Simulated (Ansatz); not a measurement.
These are Ansatz (an electronic-structure program) with B3LYP-D3(BJ)/def2-TZVP values and carry that method's errors. No frequencies were computed at this level.

Ansatz 0.2 input:
```yaml
crystal:
  periodic: [false, false, false]
  atoms:
    - { symbol: C, position_ang: [1.657691, -1.67199, 0.986699] }
    - { symbol: C, position_ang: [0.641782, -0.93145, 0.688063] }
    - { symbol: C, position_ang: [-0.376435, -0.176181, 0.374677] }
    - { symbol: C, position_ang: [-0.350799, 0.803812, -0.693161] }
    - { symbol: C, position_ang: [-1.389313, 1.56936, -1.00788] }
    - { symbol: H, position_ang: [2.394394, -1.363984, 1.712608] }
    - { symbol: H, position_ang: [1.813416, -2.637633, 0.530796] }
    - { symbol: H, position_ang: [-1.302801, -0.268951, 0.928752] }
    - { symbol: H, position_ang: [0.580065, 0.885877, -1.238678] }
    - { symbol: H, position_ang: [-1.343682, 2.289694, -1.806157] }
    - { symbol: H, position_ang: [-2.324318, 1.501446, -0.47572] }
basis:
  gaussian: { orbitals: def2-tzvp }
hamiltonian:
  xc: b3lyp
  dispersion: d3bj
relax:
  max_steps: 150
```

Output:

```
Functional definition: B3LYP
1164 factors; their error is unknown
mean field evaluation 1: about -5272.4111 eV, gradient 6.5e1 eV
mean field evaluation 2: about -5270.2918 eV, gradient 6.9e1 eV
mean field evaluation 4: about -5282.7183 eV, gradient 6.5e0 eV
mean field evaluation 8: about -5282.8220 eV, gradient 2.0e-1 eV
mean field evaluation 16: about -5282.8070 eV, gradient 1.3e-3 eV
mean field -5282.80704659 eV, -194.1395781469 hartree, gradient 4.8e-5 eV, S^2 0.000000; 0 other end points of the search recorded, 0 dependent functions left out
reference -5282.80732672 eV, -194.1395884415 hartree; 18, 18 occupied and 173, 173 virtual orbitals, 1164 factors
relax step   1: F+E_penalty+E_count = -5283.15860031 eV  Δ(F+E_penalty+E_count) = +0.000e0 eV  max|allowed force component| = 2.032e-1 eV/Å  Δτ_max = 0.0000 Å  (30 SCF iters, accepted)
these checks for a lower state are left out or cut short: starts, cluster_reference, orbital_swaps, neighbouring_geometries, increment
1164 factors; their error is unknown
mean field -5282.81045001 eV, -194.1397032202 hartree, gradient 1.2e-5 eV, S^2 0.000000; 0 other end points of the search recorded, 0 dependent functions left out
reference -5282.81073146 eV, -194.1397135635 hartree; 18, 18 occupied and 173, 173 virtual orbitals, 1164 factors
relax step   2: F+E_penalty+E_count = -5283.16090256 eV  Δ(F+E_penalty+E_count) = -2.302e-3 eV  max|allowed force component| = 2.408e-1 eV/Å  Δτ_max = 0.0282 Å  (32 SCF iters, accepted)
these checks for a lower state are left out or cut short: starts, cluster_reference, orbital_swaps, neighbouring_geometries, increment
1164 factors; their error is unknown
mean field evaluation 32: about -5282.8157 eV, gradient 1.1e-5 eV
mean field -5282.81569313 eV, -194.1398959015 hartree, gradient 1.2e-5 eV, S^2 0.000000; 0 other end points of the search recorded, 0 dependent functions left out
reference -5282.81597453 eV, -194.1399062427 hartree; 18, 18 occupied and 173, 173 virtual orbitals, 1164 factors
relax step   3: F+E_penalty+E_count = -5283.16599916 eV  Δ(F+E_penalty+E_count) = -5.097e-3 eV  max|allowed force component| = 1.906e-1 eV/Å  Δτ_max = 0.0258 Å  (32 SCF iters, accepted)
these checks for a lower state are left out or cut short: starts, cluster_reference, orbital_swaps, neighbouring_geometries, increment
1164 factors; their error is unknown
mean field -5282.81625850 eV, -194.1399166782 hartree, gradient 1.2e-5 eV, S^2 0.000000; 0 other end points of the search recorded, 0 dependent functions left out
reference -5282.81653929 eV, -194.1399269973 hartree; 18, 18 occupied and 173, 173 virtual orbitals, 1164 factors
relax step   4: F+E_penalty+E_count = -5283.16610255 eV  Δ(F+E_penalty+E_count) = -1.034e-4 eV  max|allowed force component| = 2.037e-1 eV/Å  Δτ_max = 0.0237 Å  (33 SCF iters, accepted)
these checks for a lower state are left out or cut short: starts, cluster_reference, orbital_swaps, neighbouring_geometries, increment
1164 factors; their error is unknown
mean field -5282.81740046 eV, -194.1399586446 hartree, gradient 1.2e-5 eV, S^2 0.000000; 0 other end points of the search recorded, 0 dependent functions left out
reference -5282.81768147 eV, -194.1399689715 hartree; 18, 18 occupied and 173, 173 virtual orbitals, 1164 factors
relax step   5: F+E_penalty+E_count = -5283.16737892 eV  Δ(F+E_penalty+E_count) = -1.276e-3 eV  max|allowed force component| = 5.877e-2 eV/Å  Δτ_max = 0.0122 Å  (33 SCF iters, accepted)
these checks for a lower state are left out or cut short: starts, cluster_reference, orbital_swaps, neighbouring_geometries, increment
1164 factors; their error is unknown
mean field -5282.81760894 eV, -194.1399663061 hartree, gradient 1.2e-5 eV, S^2 0.000000; 0 other end points of the search recorded, 0 dependent functions left out
reference -5282.81788988 eV, -194.1399766307 hartree; 18, 18 occupied and 173, 173 virtual orbitals, 1164 factors
relax step   6: F+E_penalty+E_count = -5283.16753753 eV  Δ(F+E_penalty+E_count) = -1.586e-4 eV  max|allowed force component| = 1.047e-2 eV/Å  Δτ_max = 0.0041 Å  (33 SCF iters, accepted)
these checks for a lower state are left out or cut short: starts, cluster_reference, orbital_swaps, neighbouring_geometries, increment
1164 factors; their error is unknown
mean field -5282.81762960 eV, -194.1399670653 hartree, gradient 1.2e-5 eV, S^2 0.000000; 0 other end points of the search recorded, 0 dependent functions left out
reference -5282.81791053 eV, -194.1399773894 hartree; 18, 18 occupied and 173, 173 virtual orbitals, 1164 factors
relax step   7: F+E_penalty+E_count = -5283.16755123 eV  Δ(F+E_penalty+E_count) = -1.370e-5 eV  max|allowed force component| = 6.980e-3 eV/Å  Δτ_max = 0.0009 Å  (33 SCF iters, accepted)
1164 factors; their error is unknown
mean field evaluation 64: about -5282.8172 eV, gradient 5.4e-1 eV
mean field -5282.81762960 eV, -194.1399670653 hartree, gradient 1.2e-5 eV, S^2 0.000000; 1 other end points of the search recorded, 0 dependent functions left out
reference -5282.81791053 eV, -194.1399773894 hartree; 18, 18 occupied and 173, 173 virtual orbitals, 1164 factors
Total energy: -5283.16783216 eV, -194.1528367722 hartree
Atom 0 at     1.665268    -1.683107     0.994852 Å, force    -0.002182    -0.003166     0.004399 eV/Å
Atom 1 at     0.647969    -0.935954     0.689748 Å, force     0.005064     0.004401    -0.006980 eV/Å
Atom 2 at    -0.372366    -0.177790     0.374396 Å, force    -0.002779    -0.002188     0.003602 eV/Å
Atom 3 at    -0.357295     0.809540    -0.696309 Å, force     0.000292    -0.002644     0.002763 eV/Å
Atom 4 at    -1.398272     1.579503    -1.014588 Å, force     0.000470     0.001275    -0.001492 eV/Å
Atom 5 at     2.401654    -1.366226     1.726097 Å, force     0.001103    -0.000098     0.000928 eV/Å
Atom 6 at     1.814950    -2.652867     0.531648 Å, force     0.000558    -0.001249    -0.000294 eV/Å
Atom 7 at    -1.293797    -0.284498     0.942006 Å, force    -0.001122     0.002419    -0.002326 eV/Å
Atom 8 at     0.571445     0.899943    -1.249441 Å, force     0.000108     0.002080    -0.002184 eV/Å
Atom 9 at    -1.341270     2.300280    -1.818543 Å, force     0.000115     0.000591    -0.001139 eV/Å
Atom 10 at    -2.338287     1.511176    -0.479866 Å, force    -0.001628    -0.001420     0.002722 eV/Å
Dipole moment:     0.033343    -0.031038     0.017104 e Å
```

Cost: very roughly 70 core-seconds.
